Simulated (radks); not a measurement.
Q: The promethium ion Pm29+, configuration [Ar] 3d10 4s2 4p2. Method: Dirac Kohn-Sham, LB94 model potential, spin-unpolarised, spherical densities, finite nucleus; open shells fill j = l - 1/2 first; Fermi nuclear charge, rms radius 4.962 fm; computed with a radial shooting solver on a logarithmic mesh with Libxc functionals.

Spin-orbit splittings of the eigenvalues, e(l+1/2) - e(l-1/2), with zeta = 2 splitting/(2l+1) and mean radii in bohr:

shell  occ.  splitting (eV)  zeta (eV)  <r> j=l-1/2  <r> j=l+1/2
2p        6               ?          ?      0.08209      0.08858
3p        6           116.9      77.92       0.2460       0.2579
3d       10           25.88      10.35       0.2284       0.2322
4p        2           35.63      23.75       0.5285       0.5466
4d        0           7.712      3.085       0.5403       0.5454

Estimate the 2p splitting.

A: 567.3 eV (zeta = 378.2 eV).
